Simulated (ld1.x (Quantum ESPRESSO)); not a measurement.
## Configuration tests for rhenium (Re) (TM)

| Property | Result |
| --- | --- |
| Element | Re |
| Generator | ld1.x (Quantum ESPRESSO) 7.5 |
| Type | norm-conserving Troullier–Martins (Kleinman–Bylander form) |
| Functional | PBE |
| Relativity | fully relativistic |
| Frozen core | [Kr] 4d10 4f14 |
| Valence charge | 15 |
| Reference configuration | 5s2 5p6 5d5 6s0 6p0 (charge +2) |
| Partial waves | 5s (bound): rc 1.70 bohr; 5p (bound): rc 1.40 bohr; 5d (bound): rc 1.80 bohr |
| Local potential | the d channel |
| Core correction | Bessel-smoothed model core, default radius (core density twice the valence density) |

Open shells are filled in proportion to 2j + 1 (rel_dist='average').

Energies are relative to the spin-unpolarised reference configuration 5s2 5p6 5d5 6s0 6p0; without spin polarisation the order of configurations can differ from experiment. The d channel is local and has no spin–orbit splitting in the pseudo-atom.

| valence configuration | charge | ΔE all-electron (eV) | error AE − PS (meV) |
| --- | --- | --- | --- |
| 5s2 5p6 5d5 6s2 6p0 | 0 | -25.580 | -851 |
| 5s2 5p6 5d5 6s1 6p0 | +1 | -16.325 | -513 |
| 5s2 5p6 5d5 6s1.5 6p0 | +0.5 | -21.795 | -702 |
| 5s2 5p6 5d5 6s0 6p2 | 0 | -15.801 | +39 |
| 5s2 5p6 5d6 6s0 6p0 | +1 | -16.179 | -16 |

**Question.** What are ΔE and the potential's error for 5s2 5p6 5d4 6s0 6p0?

**Answer.** ΔE = 27.119 eV all-electron; the error (AE − PS) is +6.3 meV.

**Question.** What are ΔE and the potential's error for 5s2 5p5 5d5 6s2 6p0?

**Answer.** ΔE = 28.004 eV all-electron; the error (AE − PS) is -1300 meV.

The potential misses its own reference levels by up to 0.6 eV.
